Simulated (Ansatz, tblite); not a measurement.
Cost and result up the ladder for trans-NiH2(PH3)2 (NiP₂H₈) (11 atoms). Total charge 0; singlet. Geometry: PBE-D4/def2-SVP.

```tsv
atom	x (Å)	y (Å)	z (Å)
Ni1	-0.1556	-0.0673	-0.0124
H2	-1.5427	-0.6510	-0.1226
P3	-0.1615	-0.0742	2.0783
H4	0.0710	1.1692	2.7569
H5	0.8695	-0.8165	2.7469
H6	-1.2454	-0.5142	2.9131
H7	1.2477	0.5225	0.0988
P8	0.1145	0.0550	-2.0820
H9	1.2465	-0.6165	-2.6551
H10	0.3934	1.3463	-2.6438
H11	-0.8374	-0.3532	-3.0783
```

Ansatz on 2 threads of Intel Xeon 6975P-C on a shared host; xTB runs through tblite on one thread. Times are rough, summed over both states, and most runs start from the orbitals of an earlier one. ωB97X-V/def2-TZVP serves as the yardstick here, not as an exact answer. Differences are given only for rows in sets of like size (and for xTB, whose basis is part of the method), since another set adds its own error. The other state is a triplet at its own geometry.

The 6-31G sets use Cartesian d functions. The xTB rows come from tblite. LC-ωPBE has ω = 0.4 bohr⁻¹. B3LYP takes the VWN-RPA correlation. Correlated methods freeze 15 core orbitals; core or outer-core shells of Ni are correlated, in sets that lack core-valence functions. The name describes the singlet; other states may take another shape.

Run but left out: HF/6-31G, BHLYP-D4/def2-TZVP, B2PLYP/def2-TZVP, PBE-QIDH/def2-TZVP (singlet: restricted singlet, unstable in another Hartree–Fock run and untested here); HF/def2-TZVP (singlet: restricted singlet, unstable towards broken spin symmetry).

Correlated methods converge slowly with the basis.

xTB has no spin-polarisation term.

```json
{"level": "GFN2-xTB", "functions": "35", "wall time": "0.011 s"}
{"level": "GFN1-xTB", "functions": "43", "wall time": "0.015 s"}
{"level": "B3LYP-D4/6-31G", "functions": "71", "wall time": "3.5 s"}
{"level": "revPBE-D4/def2-TZVP", "functions": "167", "wall time": "4.2 s"}
{"level": "BLYP-D4/def2-TZVP", "functions": "167", "wall time": "4.4 s"}
{"level": "PBE-D4/def2-TZVP (with forces)", "functions": "167", "wall time": "4.7 s"}
{"level": "B3LYP-D4/def2-TZVP", "functions": "167", "wall time": "7.7 s"}
{"level": "RPA@PBE/def2-TZVP", "functions": "167", "wall time": "7.7 s"}
{"level": "PBE0-D4/def2-TZVP", "functions": "167", "wall time": "8.3 s"}
{"level": "LC-ωPBE/def2-TZVP", "functions": "167", "wall time": "10 s"}
{"level": "CAM-B3LYP-D4/def2-TZVP", "functions": "167", "wall time": "11 s"}
{"level": "B97M-V/def2-TZVP", "functions": "167", "wall time": "17 s"}
{"level": "r2SCAN0-D4/def2-TZVP", "functions": "167", "wall time": "19 s"}
{"level": "ωB97X-V/def2-TZVP", "functions": "167", "wall time": "33 s"}
```

**Question.** Estimate what each level gives for the triplet − singlet (eV).

**Answer.** 
| level | triplet − singlet (eV) | difference from ωB97X-V/def2-TZVP (eV) |
| --- | --- | --- |
| GFN2-xTB | 1.70 | 0.36 |
| GFN1-xTB | 1.63 | 0.29 |
| B3LYP-D4/6-31G | 0.61 | – |
| revPBE-D4/def2-TZVP | 1.36 | 0.02 |
| BLYP-D4/def2-TZVP | 1.34 | 0.01 |
| PBE-D4/def2-TZVP (with forces) | 1.39 | 0.06 |
| B3LYP-D4/def2-TZVP | 1.25 | -0.08 |
| RPA@PBE/def2-TZVP | 1.24 | -0.10 |
| PBE0-D4/def2-TZVP | 1.22 | -0.12 |
| LC-ωPBE/def2-TZVP | 1.39 | 0.05 |
| CAM-B3LYP-D4/def2-TZVP | 1.27 | -0.07 |
| B97M-V/def2-TZVP | 1.17 | -0.16 |
| r2SCAN0-D4/def2-TZVP | 1.01 | -0.32 |
| ωB97X-V/def2-TZVP | 1.33 | 0.00 |
